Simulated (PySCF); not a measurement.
CH₂BF₃O, SMILES OBC(F)(F)F.

Geometry optimised at B3LYP-D3(BJ)/def2-SVP. Other conformers were not sampled.

Computed with PBE/def2-TZVP in PySCF.

The molecule is in vacuum.

```yaml
total_energy: -438.70995 hartree
point_group: Cs
highest_occupied_level: -7.92 eV
lowest_empty_level: -2.20 eV
orbital_gap: 5.72 eV
dipole_moment: 0.275 e·Å
quadrupole, principal values (traceless, Buckingham form, about the centre of nuclear charge): -4.65, 0.46, 4.18 D·Å
mean_static_polarisability: 33.1 bohr³ (4.90 Å³)
polarisability_principal_values: 28.5, 33.6, 37.0 bohr³
```
